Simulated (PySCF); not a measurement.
## A ladder of Hamiltonians for C²⁺ (carbon, charge +2)

Occupied: 1s1/2, 2s1/2. Hartree-Fock calculated with PySCF 2.14 in an uncontracted even-tempered set (18 s from 0.033 bohr⁻², ratio 2.7; 11 p from 0.04 bohr⁻², ratio 2.7), Gaussian nucleus throughout. NR is non-relativistic, sf-X2C the spin-free one-electron X2C Hamiltonian, X2C adds the bare one-electron spin-orbit term, X2C-SNSO screens it by Boettger's factors, DC is four-component Dirac-Coulomb, and the Gaunt and Breit terms are added at first order (total energies over the DC spinors, levels after relaxing the spinors in that mean field). QED terms are absent. Levels marked empty are virtual spinors of this ion.

```csv
level (eV),NR,sf-X2C,X2C,X2C-SNSO
1s1/2,-344.24,-344.35,-344.35,-344.35
2s1/2,-46.097,-46.117,-46.117,-46.117
2p1/2 (empty),-23.534,-23.530,-23.539,-23.536
2p3/2 (empty),-23.534,-23.530,-23.526,-23.527
3s1/2 (empty),-9.799,-9.802,-9.802,-9.802
```

Question: Where do the four-component calculations put these levels?

Answer: 1s1/2: DC -344.39, DC+Gaunt -344.32, DC+Breit -344.32; 2s1/2: DC -46.118, DC+Gaunt -46.115, DC+Breit -46.115; 2p1/2 (empty): DC -23.536, DC+Gaunt -23.533, DC+Breit -23.533; 2p3/2 (empty): DC -23.527, DC+Gaunt -23.525, DC+Breit -23.526; 3s1/2 (empty): DC -9.802, DC+Gaunt -9.802, DC+Breit -9.802 (eV).

| Hamiltonian | E (hartree) | E − E(DC) (hartree) | CPU seconds |
| --- | --- | --- | --- |
| NR | -36.4081 | 0.0167 | 0.3 |
| sf-X2C | -36.4234 | 0.0013 | 0.16 |
| X2C | -36.4234 | 0.0013 | 0.16 |
| X2C-SNSO | -36.4234 | 0.0013 | 0.16 |
| DC | -36.4248 | 0.0000 | 2 |
| DC+Gaunt | -36.4221 | 0.0027 | 4 |
| DC+Breit | -36.4221 | 0.0027 | 42 |

Weight of the small component: 1s1/2 0.000429, 2s1/2 5.54e-05, 2p1/2 4.06e-05, 2p3/2 4.06e-05, 3s1/2 1.02e-05.

Koopmans' value for the highest occupied level at DC+Breit: 46.115 eV, against an ionisation energy of 47.888 eV (measured; NIST Atomic Spectra Database, ionization energies); the former lacks relaxation, correlation, QED and recoil.

Measured binding energies of an electron added to this ion (NIST): 2p1/2 24.383 eV, 2p3/2 24.375 eV, 3s1/2 9.934 eV; the virtual levels lack core polarisation.

The whole ladder took 49 s of wall time on 1 thread of Neoverse-N1 (shared host), launched as `OMP_NUM_THREADS=1 python relrun2.py TASK.json OUT` (a driver that calls PySCF for each Hamiltonian).
